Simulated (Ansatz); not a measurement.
Frontier orbitals of C$_{2}$H$_{2}$N$_{2}$O$_{2}$Sn, SMILES `O=C=[N][SnH2][N]=C=O`.

Cartesian coordinates in Å:
```
O -0.8944 -1.6626 -2.6254
C -1.1125 -1.3183 -1.5341
N -1.3947 -1.0099 -0.4059
Sn -0.6850 0.2239 1.0109
N 0.8676 1.1925 0.1785
C 2.0430 1.0169 -0.0086
O 3.1841 0.9133 -0.2201
H -1.8719 1.3866 1.3146
H -0.1360 -0.7425 2.2901
```

The species carries charge 0 and has multiplicity 1. Correlated methods include outer-core shells of Sn, which these sets cover unevenly. Sn takes the def2 core potential. The structure was optimised at the PBE0-D4/def2-TZVP level. It is one conformer, not always the lowest. Basis def2-TZVPP, the Gaussian-basis code of Ansatz.

Orbital energies of one run (eV). Highest occupied ones, from the top: -8.04, -8.08, -8.31, -8.72, -10.22, -11.35, -12.36, -12.38, -12.49, -12.56, -13.07, -13.67, -14.22, -16.42. Empty: -1.39, -0.85, -0.49, 0.61, 0.70, 1.12.

Task: Which functional gave them?
A. r2SCAN0
B. CAM-B3LYP
C. r2SCANh
D. PBE

Result: C. HOMO energies: r2SCANh -8.04, r2SCAN0 -8.82, CAM-B3LYP -9.96, PBE -7.21 eV.
